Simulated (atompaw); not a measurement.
# What one change does to a pseudopotential (Sm, PAW (atompaw))

| Item | Value |
| --- | --- |
| Element | samarium |
| Generator | atompaw 4.2.0.5 |
| Type | PAW |
| Functional | LDA (PW92) |
| Relativity | scalar-relativistic |
| Frozen core | [Kr] 4d10 4f6 |
| Valence charge | 10 |
| Reference configuration | 5s2 5p6 5d0 6s2 6p0 |
| Partial waves | 5s (bound): rc 2.60 bohr; 6s (bound): rc 3.00 bohr; 5p (bound): rc 2.15 bohr; 6p (bound, empty): rc 3.00 bohr; 5d (bound, empty): rc 3.00 bohr; 5d channel at 0.3 Ry: rc 3.00 bohr; 5f channel at -0.15 Ry: rc 3.00 bohr |
| Local potential | troulliermartins scheme with l = 4 at -0.5 Ry, radius 2.90 bohr |
| Core correction | smooth core density matched at 2.60 bohr |
| Augmentation charge | gaussian compensation charge, radius 2.65 bohr; PAW radius 3.00 bohr; waves and projectors: custom polynom2 7 10 vanderbiltortho |

Change: all radii scaled by about 1.28 (s 3.34, p 2.76, d 3.84, f 3.84 bohr); local potential troulliermartins scheme with l = 4 at -0.5 Ry, radius 3.72 bohr; augmentation gaussian compensation charge, radius 3.40 bohr; PAW radius 3.84 bohr; waves and projectors: custom polynom2 7 10 vanderbiltortho; core correction smooth core density matched at 3.34 bohr.

Cutoffs: the cutoffs (Ry, on a coarse ladder) from which the occupation-weighted sum of valence levels, in a spherical-Bessel basis at the reference potential, stays within 10 and 1 mRy of its value at 400 Ry; they do not see the model core or the augmentation charge, which bear on the density cutoff.

Task: What does the change do?

Result: The potential gets harder (15 Ry and 35 Ry → 25 Ry and 50 Ry); both files keep a bound ghost (f).

| quantity | base | changed |
| --- | --- | --- |
| cutoff, loose | 15 Ry | 25 Ry |
| cutoff, tight | 35 Ry | 50 Ry |
| loose cutoff by channel (10 mRy a level) | s 8 Ry, p 12 Ry | s 6 Ry, p 12 Ry |
| bound ghosts | f | f |
| lowest overlap eigenvalue by channel | s 0.55, p 0.39, d 0.91, f 1.00 | s 0.68, p 0.63, d 0.90, f 1.00 |

 A true bound ghost makes a file unfit for plane-wave use even where its test errors are small: the radial tests pick states by their node count and pass the ghost by. The cutoffs see the waves, projectors and local potential, not the compensation charge or the core.
